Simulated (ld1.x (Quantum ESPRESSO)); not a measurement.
# What the settings do to the TM potential of V

Base potential:

vanadium, norm-conserving Troullier–Martins (Kleinman–Bylander form), made with ld1.x (Quantum ESPRESSO) 7.5 (PBE, scalar-relativistic). Core [Ar], reference 3d3 4s1 4p1. Waves: 4s (bound): rc 2.15 bohr; 4p (bound): rc 3.55 bohr; 3d (bound): rc 1.30 bohr. Local part: the d channel. Core correction: a·sin(br)/r model core inside 1.00 bohr.

Cutoffs, loose and tight: the cutoffs (Ry, on a coarse ladder) from which the occupation-weighted sum of valence levels, in a spherical-Bessel basis at the reference potential, stays within 10 and 1 mRy of its value at 400 Ry. They do not see the model core or the augmentation charge, which bear on the density cutoff. Test errors are all-electron minus pseudo excitation energies from the reference, over the configurations 3d3 4s2 4p0; 3d3 4s1 4p0; 3d3 4s0 4p0; 3d1 4s0 4p0; 3d3 4s0 4p1; 3d3.5 4s1.5 4p0; 3d3 4s1.5 4p0. A dash means not determined; rows that change the core or the reference have their own tests. The largest error is taken over the tests solved by every variant that gives reliable tests at all: 3d1 4s0 4p0; 3d3 4s0 4p0; 3d3 4s0 4p1; 3d3 4s1 4p0; 3d3 4s1.5 4p0; 3d3 4s2 4p0.

A true bound ghost makes a file unfit for plane-wave use even where its test errors are small: the radial tests pick states by their node count and pass the ghost by. Where a test does run into it, the solver fails or the error is huge.

| change | outcome | cutoff, loose | cutoff, tight | bound ghosts | largest test error (meV) |
| --- | --- | --- | --- | --- | --- |
| base | generated | 110 Ry | 140 Ry | s, p | -2043 |
| wave 4s (bound): rc 2.15 bohr becomes 4s (bound): rc 1.76 bohr | generated | 110 Ry | 140 Ry | s, p | -2247 |
| wave 4s (bound): rc 2.15 bohr becomes 4s (bound): rc 1.96 bohr | generated | 110 Ry | 140 Ry | s, p | -2128 |
| wave 4s (bound): rc 2.15 bohr becomes 4s (bound): rc 2.18 bohr | generated | 110 Ry | 140 Ry | s, p | -2029 |
| wave 4s (bound): rc 2.15 bohr becomes 4s (bound): rc 2.46 bohr | generated | 110 Ry | 140 Ry | s, p | -1998 |
| wave 4s (bound): rc 2.15 bohr becomes 4s (bound): rc 2.58 bohr | generated | 110 Ry | 140 Ry | s, p | -1997 |
| wave 4s (bound): rc 2.15 bohr becomes 4s (bound): rc 2.86 bohr | generated | 110 Ry | 140 Ry | s, p | -2031 |
| wave 4s (bound): rc 2.15 bohr becomes 4s (bound): rc 3.00 bohr | generated | 110 Ry | 140 Ry | s, p | -2066 |
| wave 4s (bound): rc 2.15 bohr becomes 4s (bound): rc 3.22 bohr | generated | 110 Ry | 140 Ry | s, p | -2146 |

(1) What comes out with this change to the base: wave 4s (bound): rc 2.15 bohr becomes 4s (bound): rc 1.40 bohr?

(2) What comes out with this change to the base: wave 4s (bound): rc 2.15 bohr becomes 4s (bound): rc 1.62 bohr?

Results:

(1) outcome: generated; cutoff, loose: 180 Ry; cutoff, tight: 300 Ry; bound ghosts: p, s; largest test error (meV): -2420.

(2) outcome: generated; cutoff, loose: 110 Ry; cutoff, tight: 140 Ry; bound ghosts: p, s; largest test error (meV): -2331.

Reading the sweep of the s radius (base included, trends over the rows without a ghost): Bound ghosts are found at 1.4, 1.62, 1.76, 1.96, 2.15, 2.18, 2.46, 2.58, 2.86, 3, 3.22 bohr. Every judged row has one, so this setting neither creates nor removes them.
